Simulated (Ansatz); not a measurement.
Relaxation of AlH₇OSSi (11 atoms, charge 0, multiplicity 1), to a largest force component of 0.03 eV/Å in at most 50 steps.

Computed with RKS B3LYP/def2-SVP (Ansatz).

```xyz
11
Properties=species:S:1:pos:R:3
Al -0.016 -0.169 0.064
O -0.564 -0.202 1.732
Si -1.439 -0.659 3.058
H -2.619 -1.489 2.672
H -0.592 -1.454 3.997
H -1.924 0.564 3.769
H 1.540 -0.285 -0.173
H -1.114 -0.144 -1.070
S 0.101 3.101 1.163
H 1.387 2.918 1.553
H -0.323 1.993 1.872
```

Problem. Where does it end, and by what steps?

Solution. It converged. The force dipped under the threshold on the way, but the program's further checks kept it going. After 18 steps the energy has fallen by 0.306 eV; H11 moved furthest, 1.13 Å. Joined: Al1–S9 (3.45 → 2.66 Å).

| step | energy less start (eV) | largest force component (eV/Å) | accepted |
| --- | --- | --- | --- |
| 0 | 0.0000 | 0.713 | yes |
| 1 | -0.0842 | 0.589 | yes |
| 2 | -0.1550 | 0.668 | yes |
| 3 | -0.2240 | 0.254 | yes |
| 4 | -0.2585 | 0.304 | yes |
| 5 | -0.2765 | 0.317 | yes |
| 6 | -0.2822 | 0.155 | yes |
| 7 | -0.2886 | 0.052 | yes |
| 8 | -0.2915 | 0.061 | yes |
| 9 | -0.2929 | 0.274 | yes |
| 10 | -0.2952 | 0.145 | yes |
| 11 | -0.2990 | 0.011 | yes |
| 12 | -0.3001 | 0.097 | yes |
| 13 | -0.2852 | 0.797 | no |
| 14 | -0.3030 | 0.019 | yes |
| 15 | -0.3037 | 0.214 | yes |
| 16 | -0.3043 | 0.106 | yes |
| 17 | -0.3055 | 0.021 | yes |
| 18 | -0.3057 | 0.029 | yes |

```xyz
11
Properties=species:S:1:pos:R:3
Al 0.007 0.097 0.218
O -0.621 -0.319 1.772
Si -1.405 -0.818 3.123
H -2.660 -1.561 2.792
H -0.540 -1.713 3.951
H -1.780 0.361 3.969
H 1.525 -0.273 -0.061
H -1.045 0.314 -0.950
S 0.471 2.671 0.671
H 1.170 2.488 1.818
H -0.683 2.925 1.333
```

Whether the end is a true minimum wasn't checked by a vibrational analysis.

Run time: 84 s on 2 threads of Arm Neoverse N1, on a shared host, peak memory 0.22 GiB.
